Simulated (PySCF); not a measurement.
## Working out the ionisation energy of C⁺

C⁺ [He] 2s2 2p1 (2P) → C²⁺ [He] 2s2 (1S). Calculation: PySCF 2.14, in aug-cc-pVQZ with one added diffuse shell each of s, p, d, f, g type (7s6p5d4f3g, 105 functions); no relativity, point nucleus. Frozen: 1s2. Energies in hartree (1 hartree = 27.21139 eV):

| part | C⁺ (lower) | C²⁺ (upper) |
| --- | --- | --- |
| UHF | -37.296496 | -36.408274 |
| MP2 opposite-spin | -0.050998 | -0.045703 |
| MP2 same-spin | -0.003756 | 0.000000 |

What does Hartree-Fock give?

(-36.408274) − (-37.296496) = 0.888222 hartree = 24.170 eV.

What do MP2 and SCS-MP2 (6/5 opposite-spin, 1/3 same-spin) give?

The opposite-spin parts differ by 0.144 eV and the same-spin parts by 0.102 eV. MP2: 24.170 + (0.144) + (0.102) = 24.416 eV. SCS-MP2: 24.170 + 1.2 × (0.144) + (0.102)/3 = 24.377 eV.

Measured between the centres of the two terms (NIST): 24.378 eV, so MP2 (valence) is off by 0.038 eV.

What remains against the reference includes basis incompleteness, the frozen core and correlation beyond second order.
